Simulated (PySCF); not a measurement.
## `C=C1CC=C(C)CC1=C`, C₉H₁₂

Geometry:
| atom | x (Å) | y (Å) | z (Å) |
| --- | --- | --- | --- |
| C1 | 2.703 | -0.502 | 0.470 |
| C2 | 1.456 | -0.335 | 0.051 |
| C3 | 0.631 | -1.459 | -0.509 |
| C4 | -0.821 | -1.349 | -0.160 |
| C5 | -1.382 | -0.279 | 0.382 |
| C6 | -2.838 | -0.214 | 0.734 |
| C7 | -0.591 | 0.957 | 0.714 |
| C8 | 0.779 | 0.970 | 0.096 |
| C9 | 1.341 | 2.078 | -0.368 |
| H10 | 3.190 | -1.462 | 0.439 |
| H11 | 3.279 | 0.316 | 0.869 |
| H12 | 0.728 | -1.449 | -1.603 |
| H13 | 1.023 | -2.421 | -0.166 |
| H14 | -1.420 | -2.221 | -0.390 |
| H15 | -2.959 | -0.021 | 1.800 |
| H16 | -3.325 | 0.598 | 0.193 |
| H17 | -3.341 | -1.146 | 0.489 |
| H18 | -0.479 | 1.009 | 1.805 |
| H19 | -1.148 | 1.847 | 0.409 |
| H20 | 0.837 | 3.029 | -0.338 |
| H21 | 2.325 | 2.069 | -0.806 |

Method: GIAO BHandHLYP/pcSseg-1 magnetisability, rotational g tensor and spin-rotation constants, non-relativistic, gas phase in PySCF. Geometry: GFN2-xTB.

Question: Give the nuclear spin-rotation constants along the inertial axes (H = +C I·J) beside the isotropic shieldings.

Answer: Rotational constants 2.7528, 1.3489, 0.9940 GHz. A star marks the isotopologue with that one atom substituted, in its own axes.
```csv
atom,isotope,Caa (kHz),Cbb (kHz),Ccc (kHz),mean (kHz),σ (ppm)
H10,1H,-0.241,0.090,-0.112,-0.087,26.9
H11,1H,-0.083,-0.007,-0.090,-0.060,26.6
H12,1H,-0.281,-0.133,0.035,-0.126,28.8
H13,1H,-0.286,0.032,-0.089,-0.114,29.0
H14,1H,-0.042,0.001,-0.105,-0.049,26.3
H15,1H,-0.269,-0.140,0.012,-0.132,30.1
H16,1H,-0.251,-0.048,-0.064,-0.121,30.2
H17,1H,-0.145,-0.032,-0.111,-0.096,30.1
H18,1H,-0.283,-0.142,0.038,-0.129,28.9
H19,1H,-0.241,0.014,-0.097,-0.108,29.3
H20,1H,-0.234,0.088,-0.113,-0.086,26.9
H21,1H,0.183,-0.123,-0.101,-0.013,26.6
C1,13C*,0.658,0.578,0.203,0.480,70.0
C2,13C*,0.900,0.729,0.194,0.607,29.9
C3,13C*,0.456,0.243,0.165,0.288,149.7
C4,13C*,1.242,0.411,0.172,0.608,58.7
C5,13C*,1.401,0.451,0.150,0.667,45.0
C6,13C*,0.353,0.214,0.171,0.246,160.6
C7,13C*,0.448,0.256,0.179,0.294,145.5
C8,13C*,1.270,0.573,0.176,0.673,29.6
C9,13C*,0.950,0.452,0.190,0.530,70.2
```
For the geometry as given, no vibrational averaging.
